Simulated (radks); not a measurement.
The bromine anion Br-, [Kr], held by a Watson sphere: a shell of charge +1 at radius R that stands for the Madelung well of a crystal (potential energy -1/R inside, -1/r outside, in hartree with lengths in bohr). Method: scalar-relativistic Kohn-Sham, r2SCAN, spin-unpolarised, spherical densities, finite nucleus; meta-GGA in the generalised Kohn-Sham scheme; Fermi nuclear charge, rms radius of each element as measured or else 0.836 A^(1/3) + 0.57 fm; computed with a radial shooting solver on a logarithmic mesh with Libxc functionals.

R (bohr)  e(3d) (eV)  e(4s) (eV)  e(4p) (eV)  <r> 4p (bohr)  sum of <r^2> (bohr^2)  X-ray form factor at sin(theta)/lambda = 0.2 1/angstrom
2.46         -66.559     -20.701      -8.401          2.140                  46.57                                                   27.850
2.49         -66.530     -20.649      -8.360          2.144                  46.69                                                   27.845
2.9          -66.130     -19.978      -7.795          2.185                  48.19                                                   27.789
3.51         -65.499     -19.102      -6.975          2.229                  49.91                                                   27.749
4.62         -64.392     -17.830      -5.707          2.274                  51.82                                                   27.732
4.95         -64.100     -17.519      -5.394          2.281                  52.17                                                   27.731
5.19         -63.901     -17.310      -5.183          2.285                  52.38                                                   27.731
